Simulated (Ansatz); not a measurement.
Ansatz (a quantum-chemistry and plane-wave program) input (CCSD(T)/aug-cc-pVDZ):

Ansatz 0.2 input:
```yaml
crystal:
  periodic: [false, false, false]
  atoms:
    - {symbol: C, position_ang: [-0.95874596, 0.74429262, -0.19650837]}
    - {symbol: C, position_ang: [0.31886765, 1.15752151, -0.14592291]}
    - {symbol: C, position_ang: [1.20753026, -0.02453827, 0.11022904]}
    - {symbol: C, position_ang: [0.24029220, -1.16888422, 0.19696565]}
    - {symbol: C, position_ang: [-1.00767397, -0.70433293, 0.01700432]}
    - {symbol: H, position_ang: [-1.82484590, 1.36799665, -0.36670979]}
    - {symbol: H, position_ang: [0.67781162, 2.16848402, -0.26627188]}
    - {symbol: H, position_ang: [1.78868017, 0.09183962, 1.03299620]}
    - {symbol: H, position_ang: [1.94092260, -0.16762902, -0.69254053]}
    - {symbol: H, position_ang: [0.53049914, -2.19303815, 0.37657217]}
    - {symbol: H, position_ang: [-1.91468873, -1.29200543, 0.02534749]}
basis:
  gaussian:
    orbitals: aug-cc-pVDZ
magnetization: {spin_polarized: false}
correlation: {method: ccsd_t, electrons: outside_noble_gas}
output: {forces: true}
```

End of the output:

```
perturbative correction -0.85901127 eV, -0.0315680820 hartree
the calculation of the forces begins
Total energy: -5267.39700442 eV, -193.5732695425 hartree
Atom 0 at    -0.958746     0.744293    -0.196508 Å, force    -0.991596     0.054649    -0.095705 eV/Å
Atom 1 at     0.318868     1.157522    -0.145923 Å, force     0.863533     0.375758     0.019686 eV/Å
Atom 2 at     1.207530    -0.024538     0.110229 Å, force     0.387393    -0.007872     0.035363 eV/Å
Atom 3 at     0.240292    -1.168884     0.196966 Å, force     0.836983    -0.410314     0.135545 eV/Å
Atom 4 at    -1.007674    -0.704333     0.017004 Å, force    -0.993925    -0.014301    -0.085543 eV/Å
Atom 5 at    -1.824846     1.367997    -0.366710 Å, force    -0.432821     0.315295    -0.085598 eV/Å
Atom 6 at     0.677812     2.168484    -0.266272 Å, force     0.180567     0.521469    -0.062482 eV/Å
Atom 7 at     1.788680     0.091840     1.032996 Å, force     0.197458     0.049323     0.379891 eV/Å
Atom 8 at     1.940923    -0.167629    -0.692541 Å, force     0.260802    -0.058635    -0.338059 eV/Å
Atom 9 at     0.530499    -2.193038     0.376572 Å, force     0.145117    -0.528087     0.092212 eV/Å
Atom 10 at    -1.914689    -1.292005     0.025347 Å, force    -0.453511    -0.297284     0.004690 eV/Å
Dipole moment:     0.081543    -0.001657     0.007444 e Å
```
